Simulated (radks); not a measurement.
Problem. The table gives one normalised radial function P(r) = r R(r) of Te4+ in [Kr] 4d10 5s2 (r in bohr). All-electron calculation, scalar-relativistic Kohn-Sham, PBE, spin-unpolarised, spherical densities, finite nucleus; Fermi nuclear charge, rms radius 4.7423 fm. Program: a radial shooting solver on a logarithmic mesh with Libxc functionals.

r	P
0.0009653	0.0000
0.001106	0.0000
0.001277	0.0000
0.001463	0.0000
0.001676	0.0000
0.001936	0.0000
0.002218	0.0000
0.002541	0.0000
0.002911	0.0001
0.003362	0.0001
0.003852	0.0001
0.004413	0.0002
0.005097	0.0003
0.005839	0.0004
0.00669	0.0006
0.007726	0.0008
0.008852	0.0012
0.01014	0.0018
0.01162	0.0026
0.01342	0.0038
0.01537	0.0054
0.01761	0.0078
0.02034	0.0114
0.0233	0.0162
0.0267	0.0229
0.03083	0.0327
0.03533	0.0454
0.04047	0.0624
0.04637	0.0848
0.05355	0.1159
0.06135	0.1532
0.07029	0.1992
0.08118	0.2577
0.093	0.3213
0.1066	0.3905
0.1231	0.4652
0.141	0.5297
0.1615	0.5791
0.1851	0.6020
0.2137	0.5841
0.2448	0.5161
0.2805	0.3914
0.324	0.1974
0.3712	-0.0352
0.4252	-0.2975
0.4911	-0.5788
0.5626	-0.8164
0.6446	-0.9972
0.7385	-1.0993
0.8529	-1.1127
0.9771	-1.0433
1.119	-0.9134
1.293	-0.7376
1.481	-0.5619
1.697	-0.3982
1.96	-0.2535
2.245	-0.1508
2.572	-0.0810
2.947	-0.0387
3.404	-0.0153
3.9	-0.0054
4.468	-0.0016
5.16	-0.0004
5.911	-0.0001

Which n and l does it have? It may be an empty orbital.

Solution. n = 4, l = 2: the number of nodes gives n - l - 1 = 1, the rise at small r (about r^(l+1), flatter next to the nucleus through relativity) gives l, and the extent must fit the shell. The curve is that of 4d. 4d: eigenvalue -84.581 eV, 1 radial node at r = 0.364 bohr, <r> = 0.960 bohr, 90 % of the charge inside 1.46 bohr.
